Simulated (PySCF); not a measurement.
**Dipole response of Mg²⁺ (magnesium, charge +2)**

[Ne], closed-shell 1S. Computed with PySCF 2.14 in aug-cc-pCVTZ-DK (8s7p5d3f, 75 functions), with scalar relativity by spin-free X2C-1e. Coupled (time-dependent) response in atomic units; α is the mean over directions.

```tsv
method	mean α (bohr³)	C₆ (like pair)	S(−4)
UHF	0.4179	0.4701	0.04545
PBE	0.4647	0.5326	0.06199
PBE0	0.4492	0.5117	0.05615
LC-wPBE	0.4630	0.5304	0.06132
M06	0.4371	0.4915	0.05377
```

S(−4) is the Cauchy moment in α(ω) = α(0) + S(−4) ω² + …

α(iu) at UHF:

```json
{"u (hartree)": "0", "α(iu) (bohr³)": "0.4179"}
{"u (hartree)": "0.0500", "α(iu) (bohr³)": "0.4178"}
{"u (hartree)": "0.100", "α(iu) (bohr³)": "0.4174"}
{"u (hartree)": "0.200", "α(iu) (bohr³)": "0.4161"}
{"u (hartree)": "0.300", "α(iu) (bohr³)": "0.4139"}
{"u (hartree)": "0.500", "α(iu) (bohr³)": "0.4070"}
{"u (hartree)": "0.750", "α(iu) (bohr³)": "0.3944"}
{"u (hartree)": "1.00", "α(iu) (bohr³)": "0.3785"}
{"u (hartree)": "1.50", "α(iu) (bohr³)": "0.3416"}
{"u (hartree)": "2.00", "α(iu) (bohr³)": "0.3035"}
{"u (hartree)": "3.00", "α(iu) (bohr³)": "0.2371"}
{"u (hartree)": "5.00", "α(iu) (bohr³)": "0.1502"}
```

A single London oscillator, α(iu) = α/(1 + u²/ω²), gives C₆ = (3/4) ω α². Matching the computed C₆ needs ω = 4 × 0.4701 / (3 × 0.4179²) = 3.59 hartree.

For an ion, C₆ is the dispersion term alone; charge-induced terms of lower order in 1/R come first.
